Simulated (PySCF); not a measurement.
AlCl3, charge -1, doublet, geometry from GFN2-xTB (such geometries of metal compounds can be far from the true shape) (a state made from the parent by changing its charge; the spin is typed, not shown lowest) (in this run its highest filled SCF level lies above zero, so its values depend strongly on the basis, on diffuse functions most of all). Base run: PySCF with B3LYP/def2-SVP.

Input for PySCF:
```python
from pyscf import gto, scf, dft

mol = gto.M(
    atom='''
Al    0.00809230   -0.00892122   -0.02285453
Cl   -1.84108993   -1.13529220   -0.20128747
Cl    0.10785401    2.03619623   -0.74919263
Cl    1.72704770   -0.89408192    0.96795710
''',
    basis='def2-svp',
    charge=-1,
    spin=1,
    verbose=4,
)

mf = dft.UKS(mol)
mf.xc = 'b3lyp'
mf.kernel()
```

Each row names what was changed in the base input (with any setting that the change needs).

```csv
change,ΔE vs base (mEh),fitting functions
base,0.000,-
auxbasis = def2-svp-ri,-1817.9,248
auxbasis = def2-tzvp-ri,-76.724,452
only_dfj = on; auxbasis = def2-universal-jfit,-0.257,204
auxbasis = def2-universal-jkfit,-0.024,512
auxbasis = even-tempered beta=3.0,-3.899,440
auxbasis = cc-pvtz-jkfit,-0.117,484
auxbasis = cc-pvdz-jkfit,-0.099,448
auxbasis = even-tempered beta=2.0,-0.051,657
auxbasis = cc-pvtz-ri,-35.077,488
```

A fitting set is made for a task (jfit for Coulomb, jkfit for Coulomb and exchange, ri for correlation) and for a family of orbital bases.

Open shells are given as the SCF converged; they aren't shown to be the lowest states, and a large step between rows can be another state.
